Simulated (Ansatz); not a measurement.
One change: `[F][GaH][SeH]` becomes `[F][GaH][SH]`.

Ansatz, PBE0-D4/def2-TZVP geometries, multiplicity 1. Each molecule was computed in one conformer, which needn't be the lowest.

Scalar relativity is left out up to krypton.

| property | `[F][GaH][SeH]` |
| --- | --- |
| HOMO energy (ωB97M-V/def2-TZVPP) / eV | -9.81 |
| size of the dipole moment (ωB97M-V/def2-TZVPP) / D | 2.49 |
| HOMO energy (B3LYP/def2-TZVPP) / eV | -7.45 |
| LUMO energy (PBE0/def2-TZVPP) / eV | -1.32 |
| zero-point energy (PBE0-D4/def2-TZVP) / kJ/mol | 45.0 |
| LUMO energy (B3LYP/def2-TZVPP) / eV | -1.59 |

Task: Give the same properties after the change, and the shifts. (Estimate.)

Result: Ansatz gave: 
```json
{"property": "HOMO energy (ωB97M-V/def2-TZVPP) / eV", "`[F][GaH][SH]`": "-10.26", "shift": "-0.45"}
{"property": "size of the dipole moment (ωB97M-V/def2-TZVPP) / D", "`[F][GaH][SH]`": "1.26", "shift": "-1.23"}
{"property": "HOMO energy (B3LYP/def2-TZVPP) / eV", "`[F][GaH][SH]`": "-7.83", "shift": "-0.38"}
{"property": "LUMO energy (PBE0/def2-TZVPP) / eV", "`[F][GaH][SH]`": "-1.25", "shift": "0.07"}
{"property": "zero-point energy (PBE0-D4/def2-TZVP) / kJ/mol", "`[F][GaH][SH]`": "48.2", "shift": "3.2"}
{"property": "LUMO energy (B3LYP/def2-TZVPP) / eV", "`[F][GaH][SH]`": "-1.53", "shift": "0.06"}
```

With PBE0 the HOMO falls by 0.40 eV and the LUMO rises by 0.07 eV, so the gap widens by about 0.47 eV. PBE moves the HOMO by -0.31 eV and ωB97M-V by -0.45 eV. Dipoles are sizes alone; their direction can turn.

B3LYP here is the variant with VWN-RPA as its local correlation; programs differ in this.

Spin–orbit coupling is left out; it splits and shifts lone-pair levels of the heavy atoms by tenths of an eV.
